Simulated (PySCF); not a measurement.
## ScSi from Hartree–Fock to correlated methods

State: ⁴Σ⁻ (quartet), unpaired electrons σ ↑, π ↑↑. Set-up: Sc def2-TZVPP, Si def2-TZVPP; no relativity (PySCF 2.14). De refers to Sc (3d1 4s2) + Si in their high-spin ground configurations, without counterpoise correction. The functionals are run spin-unrestricted. A positive dipole means Sc(−)Si(+).

```csv
Level,Re (Å),ωe (cm⁻¹),De (eV),μ (D),"CPU s a point (SCF and correlation, without the integrals)"
ROHF,2.689,225,n/a,-4.81,1.5
ROHF-MP2,2.477,372,n/a,n/a,2.7
ROHF-SCS-MP2,2.520,341,n/a,n/a,n/a
ROHF-CCSD,2.538,341,1.65,n/a,n/a
ROHF-CCSD(T),2.532,351,1.92,n/a,99
PBE,2.512,356,2.64,-3.25,2.9
PBEsol,2.493,365,2.90,-3.24,3
r²SCAN,2.496,367,2.36,-3.57,4.1
TPSSh,2.501,365,2.30,-3.85,4.7
PBE0,2.496,361,2.18,-3.62,4.4
B97-3,2.514,351,2.02,-3.79,2.8
M06,2.499,367,2.48,-2.80,4.3
CAM-B3LYP,2.496,345,1.74,-3.60,6.4
```

Question: Which functional lies closest to ROHF-CCSD(T) in De, which farthest, and by how much do they differ from it?

Answer: Closest is B97-3 (-1.8 pm in Re, +0.0 % in ωe, +0.10 eV in De against ROHF-CCSD(T) in the same basis), farthest PBEsol (-3.9 pm in Re, +4.0 % in ωe, +0.98 eV in De). CCSD(T) converges more slowly with the basis than the functionals do and binds too weakly in this one, so the order can change at the basis-set limit.

Question: What does a quarter of exact exchange do here, going from PBE to PBE0?

Answer: PBE0 less PBE: -1.6 pm in Re, +1.4 % in ωe, -0.46 eV in De. Exact exchange removes part of the self-interaction that spreads semilocal densities, and in most molecules shortens and stiffens the bond and lowers De; so it does here.

Question: What does the step from GGA to meta-GGA do here, going from PBE to r²SCAN?

Answer: r²SCAN less PBE: -1.6 pm in Re, +3.1 % in ωe, -0.28 eV in De. 

Correlated steps freeze 10 core orbitals. The metal atom is held in its measured ground configuration; semilocal functionals can put another filling of s and d lower by some tenths of an eV, and De to that atom would be smaller. The CCSD T1 diagnostic is raised, a sign that a single reference may not be enough here. UHF is strongly spin-contaminated for ScSi, so the ROHF reference used there is far from stable. With d or f electrons several states lie close, and the lowest PBE0 determinant need not be the measured ground state.

The whole job (state search and all levels along the bond) took about 13 min on 2 threads of Intel Xeon Platinum 8488C (shared host), peak memory 5.7 GiB.
